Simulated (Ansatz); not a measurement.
Input file for Ansatz (a quantum-chemistry and plane-wave program): R-CCSD(T)/cc-pVDZ on BH3O (SMILES BO), a point of a torsion scan.

Ansatz 0.2 input:
```yaml
crystal:
  periodic: [false, false, false]
  atoms:
    - {symbol: B, position_ang: [-0.42909159, -0.03853570, -0.03084968]}
    - {symbol: O, position_ang: [0.83702045, -0.37745019, 0.18057631]}
    - {symbol: H, position_ang: [-1.29492477, -0.83663353, -0.13096826]}
    - {symbol: H, position_ang: [-0.68241672, 1.09698323, 0.12393211]}
    - {symbol: H, position_ang: [1.14359598, -1.22159191, -0.15122225]}
basis:
  gaussian:
    orbitals: cc-pVDZ
magnetization: {spin_polarized: false}
correlation: {method: ccsd_t, electrons: outside_noble_gas}
scf: {lower_state_search: off}
```

The log:

```
WARN ansatz: RAYON_NUM_THREADS=1 ignored (pool sized by the plan → 1); use --threads N
Functional definition: HF
these checks for a lower state are left out or cut short: stability, starts, cluster_reference, orbital_swaps, neighbouring_geometries, increment
integrals: 0.01 GiB planned
388 factors; integrals over basis functions are off by at most 9.6e-4 eV
mean field: 0.06 GiB planned
mean field evaluation 1: about -2755.6036 eV, gradient 2.8e1 eV
mean field evaluation 2: about -2755.6044 eV, gradient 2.8e1 eV
mean field evaluation 4: about -2757.2341 eV, gradient 2.2e0 eV
mean field evaluation 8: about -2757.2499 eV, gradient 4.1e-4 eV
mean field -2757.24989084 eV, -101.3270645572 hartree, gradient 1.2e-6 eV, S^2 0.000000; 0 other end points of the search recorded, 0 dependent functions left out
2 core orbitals not correlated
reference -2757.24989084 eV, -101.3270645572 hartree; 6, 6 occupied and 35, 35 virtual orbitals, 388 factors
second order -7.56918902 eV of doubles, -0.00000000 eV of singles
coupled cluster: 0.07 GiB planned
cycle   1  -7.88412083 eV  change   -3.1e-1 eV  update   6.8e-2
cycle   2  -8.10190930 eV  change   -2.2e-1 eV  update   2.0e-2
cycle   3  -8.16029704 eV  change   -5.8e-2 eV  update   1.2e-2
cycle   4  -8.15452820 eV  change    5.8e-3 eV  update   3.7e-3
cycle   5  -8.15481074 eV  change   -2.8e-4 eV  update   1.3e-3
cycle   6  -8.15482968 eV  change   -1.9e-5 eV  update   3.5e-4
cycle   7  -8.15467289 eV  change    1.6e-4 eV  update   1.2e-4
cycle   8  -8.15469777 eV  change   -2.5e-5 eV  update   5.6e-5
cycle   9  -8.15470932 eV  change   -1.2e-5 eV  update   1.8e-5
cycle  10  -8.15470708 eV  change    2.2e-6 eV  update   5.6e-6
perturbative correction -0.17352951 eV, -0.0063770918 hartree
Total energy: -2765.57812743 eV, -101.6331216069 hartree
Checks for a lower state left out: stability, starts, cluster_reference, orbital_swaps, neighbouring_geometries, increment
```

The calculation finished and met its thresholds.

Cost: very roughly 0.3 core-seconds.
